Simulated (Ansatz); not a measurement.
Steps of a relaxation of CH₆BNOSi, SMILES `C[SiH]1NB1O` with RKS PBE0-D4/def2-TZVP.

```sh
$ ansatz run in.yaml --threads 4 --pin off --events-out ev --progress --plain --max-ram 10444MiB
```

```yaml
crystal:
  periodic: [false, false, false]
  atoms:
    - {symbol: C, position_ang: [-1.632010, 0.320685, 1.016424]}
    - {symbol: Si, position_ang: [-0.106779, 0.770979, -0.003306]}
    - {symbol: N, position_ang: [1.310022, -0.331094, 0.141060]}
    - {symbol: B, position_ang: [0.890758, -0.396247, -1.198705]}
    - {symbol: O, position_ang: [1.225383, -1.025445, -2.359374]}
    - {symbol: H, position_ang: [-1.869687, -0.756015, 0.914859]}
    - {symbol: H, position_ang: [-2.510259, 0.904384, 0.669198]}
    - {symbol: H, position_ang: [-1.481105, 0.552954, 2.091657]}
    - {symbol: H, position_ang: [0.217683, 2.228027, 0.228846]}
    - {symbol: H, position_ang: [2.026371, -0.710022, 0.768715]}
    - {symbol: H, position_ang: [1.994924, -1.615106, -2.248674]}
basis:
  gaussian: {orbitals: def2-TZVP}
hamiltonian: {xc: pbe0, dispersion: d4}
relax: {f_tol: 0.005, max_steps: 150}
```

Positions (Å) and forces (eV/Å) along the path, 7 of 7 steps:

```xyz
11
step=1 energy=-13220.5747 eV
C    -1.632    0.321    1.016   -0.153   -0.023    0.081
Si   -0.107    0.771   -0.003    0.457   -0.387    0.226
N     1.310   -0.331    0.141   -0.241    0.181   -0.053
B     0.891   -0.396   -1.199    0.025    0.055    0.231
O     1.225   -1.025   -2.359    0.470   -0.232    0.477
H    -1.870   -0.756    0.915    0.111    0.504    0.047
H    -2.510    0.904    0.669    0.420   -0.275    0.159
H    -1.481    0.553    2.092   -0.054   -0.108   -0.536
H     0.218    2.228    0.229   -0.069   -0.329   -0.071
H     2.026   -0.710    0.769   -0.456    0.235   -0.451
H     1.995   -1.615   -2.249   -0.510    0.379   -0.111
11
step=2 energy=-13220.6198 eV
C    -1.624    0.318    1.011    0.005    0.016   -0.005
Si   -0.104    0.763    0.005    0.300   -0.330    0.073
N     1.301   -0.328    0.142   -0.264    0.200   -0.027
B     0.883   -0.393   -1.190   -0.078    0.086    0.044
O     1.221   -1.020   -2.344    0.171   -0.071    0.220
H    -1.862   -0.747    0.911    0.034    0.142    0.013
H    -2.490    0.899    0.666    0.123   -0.078    0.044
H    -1.473    0.549    2.074   -0.021   -0.032   -0.146
H     0.217    2.207    0.225   -0.019   -0.081   -0.016
H     2.014   -0.701    0.758   -0.112    0.054   -0.130
H     1.983   -1.604   -2.237   -0.140    0.092   -0.069
11
step=3 energy=-13220.6300 eV
C    -1.616    0.317    1.009    0.009    0.012   -0.021
Si   -0.103    0.754    0.008    0.054   -0.048    0.038
N     1.286   -0.323    0.142   -0.030    0.034    0.047
B     0.874   -0.389   -1.189   -0.076    0.030   -0.103
O     1.222   -1.018   -2.336    0.031   -0.006    0.063
H    -1.856   -0.743    0.910   -0.010   -0.018    0.002
H    -2.475    0.897    0.663   -0.019    0.007   -0.001
H    -1.466    0.547    2.067    0.001    0.004    0.013
H     0.217    2.193    0.224   -0.005    0.024   -0.005
H     1.999   -0.694    0.752    0.029   -0.019   -0.002
H     1.982   -1.598   -2.229    0.015   -0.020   -0.031
11
step=4 energy=-13220.6307 eV
C    -1.617    0.317    1.009    0.006    0.003   -0.003
Si   -0.100    0.752    0.013    0.008   -0.009   -0.006
N     1.288   -0.323    0.142    0.005    0.009    0.057
B     0.872   -0.389   -1.189   -0.055    0.024   -0.076
O     1.223   -1.019   -2.335    0.025   -0.008    0.038
H    -1.860   -0.742    0.910   -0.003   -0.009    0.001
H    -2.475    0.899    0.662   -0.005    0.007   -0.005
H    -1.469    0.547    2.068   -0.003    0.002    0.014
H     0.216    2.194    0.223   -0.002    0.006    0.003
H     2.004   -0.694    0.748    0.018   -0.013   -0.004
H     1.984   -1.598   -2.230    0.006   -0.010   -0.019
11
step=5 energy=-13220.6310 eV
C    -1.618    0.318    1.011   -0.002   -0.007    0.003
Si   -0.099    0.750    0.015   -0.010    0.014    0.002
N     1.287   -0.324    0.141    0.007   -0.004    0.008
B     0.870   -0.389   -1.192    0.004   -0.004    0.000
O     1.226   -1.020   -2.334    0.002   -0.001    0.003
H    -1.863   -0.741    0.914   -0.001    0.000    0.000
H    -2.474    0.901    0.661   -0.002    0.002   -0.002
H    -1.473    0.549    2.070    0.003    0.002   -0.002
H     0.213    2.193    0.224    0.001   -0.002   -0.001
H     2.007   -0.696    0.743    0.001   -0.003   -0.010
H     1.988   -1.598   -2.231   -0.002    0.002    0.000
11
step=6 energy=-13220.6310 eV
C    -1.618    0.317    1.011    0.000    0.001    0.001
Si   -0.100    0.750    0.016    0.000   -0.002   -0.005
N     1.288   -0.325    0.141   -0.006    0.005    0.005
B     0.870   -0.389   -1.192    0.004   -0.002    0.002
O     1.226   -1.020   -2.334   -0.002    0.000   -0.004
H    -1.864   -0.742    0.915    0.001    0.001    0.000
H    -2.474    0.901    0.660    0.000    0.000    0.000
H    -1.473    0.550    2.070   -0.001    0.000    0.001
H     0.214    2.193    0.224    0.000   -0.001    0.001
H     2.008   -0.696    0.741    0.002   -0.002   -0.003
H     1.988   -1.598   -2.231    0.000    0.000    0.001
11
step=7 energy=-13220.6310 eV
C    -1.618    0.318    1.011    0.000    0.001    0.000
Si   -0.100    0.750    0.016    0.001   -0.001   -0.001
N     1.288   -0.325    0.141   -0.005    0.004    0.003
B     0.870   -0.389   -1.192    0.002   -0.001    0.001
O     1.227   -1.019   -2.334   -0.001    0.000   -0.002
H    -1.863   -0.742    0.915    0.000    0.000    0.000
H    -2.474    0.900    0.659    0.001   -0.001    0.000
H    -1.474    0.551    2.070    0.000    0.000    0.000
H     0.213    2.193    0.224    0.000    0.000    0.000
H     2.009   -0.697    0.741    0.002   -0.001   -0.001
H     1.989   -1.597   -2.231    0.001    0.000    0.001
```

It took 18 s on 4 threads of an Intel Xeon Platinum 8488C on a shared host, with 0.49 GiB of host memory at the peak.
